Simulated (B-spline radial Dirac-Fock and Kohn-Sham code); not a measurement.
## Pt⁵¹⁺: eigenvalues, ΔSCF and the reference

System: the Pt⁵¹⁺ ion in the configuration [Ar] 3d9.

The density-functional columns are spherical, spin-unpolarised Dirac-Kohn-Sham results without Breit or QED terms: −ε is minus the orbital energy of the initial state and ΔSCF the difference of two total energies. The reference in the last column comes from Dirac-Fock (average of configuration) total-energy differences with a finite nucleus, the Breit interaction including its frequency dependence, and self-energy and vacuum-polarisation corrections. All numbers are from a radial B-spline solver, in eV; a selection of levels is shown. For the 1s level of heavy atoms much of the gap between ΔSCF and the reference is the Breit and QED part, -416.2 eV here; for other levels the error of the functional can be larger.

```
level   LDA −ε  LDA ΔSCF  Dirac-Fock
    K  81130.1   81768.2     81361.2
   L1  16584.0   16732.4     16780.3
   L2  16038.8   16220.5     16183.1
   L3  14300.5   14459.3     14462.1
   M1   5892.0    5954.8      5997.4
   M2   5655.2    5721.7      5739.6
   M3   5249.1    5310.9      5333.3
 M4,5   4814.3    4884.1      4881.6
```

Values without a named source are computed, but for edge energies of neutral atoms, which are taken from tables.
